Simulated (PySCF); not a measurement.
States of one metal complex from SC-NEVPT2 in the d shell, PySCF, above the ground state:

| 2S+1 | degeneracy | energy / cm⁻¹ | f (electric dipole) |
| --- | --- | --- | --- |
| 5 | 2 | 0 | – |
| 3 | 3 | 8802 | – |
| 5 | 3 | 15426 | 0 |
| 1 | 3 | 19458 | – |
| 3 | 2 | 21315 | – |
| 1 | 2 | 21683 | – |
| 3 | 3 | 21997 | – |
| 3 | 3 | 22901 | – |
| 3 | 1 | 24631 | – |
| 3 | 1 | 24664 | – |
| 1 | 1 | 26466 | – |
| 3 | 2 | 27983 | – |

Task: Which of these complexes, all computed at model or optimised geometries, gave the data?
A. [Mn(H2O)6]3+ (d4, octahedral)
B. [CrF5]3- (d4, square pyramidal)
C. [FeCl4]2- (d6, tetrahedral)
D. [MnCl5]2- (d4, trigonal bipyramidal)

Result: A. [Mn(H2O)6]3+ (d4, octahedral) has 5Eg, then 3Tg at 8802, 5Tg at 15426 cm⁻¹ (NEVPT2). The others: [FeCl4]2- (d6, tetrahedral) has 5E, then 5T2 at 2888, 3T1 at 18528 cm⁻¹ (NEVPT2); [CrF5]3- (d4, square pyramidal) has 5B1, then 5B2 at 13344, 5A1 at 16464 cm⁻¹ (NEVPT2); [MnCl5]2- (d4, trigonal bipyramidal) has 5A1, then 5A1 at 14526, 5B2 at 14812 cm⁻¹ (NEVPT2).

On [Mn(H2O)6]3+: The ground state is orbitally degenerate in this regular structure, which would distort (Jahn–Teller). NEVPT2 lifts 5Tg from 12829 to 15426 cm⁻¹; on the d shell alone it tends to overshoot states that fill the eg-type orbitals. NEVPT2 on the d shell alone tends to put d–d bands too high for such charged or covalently bound ions.
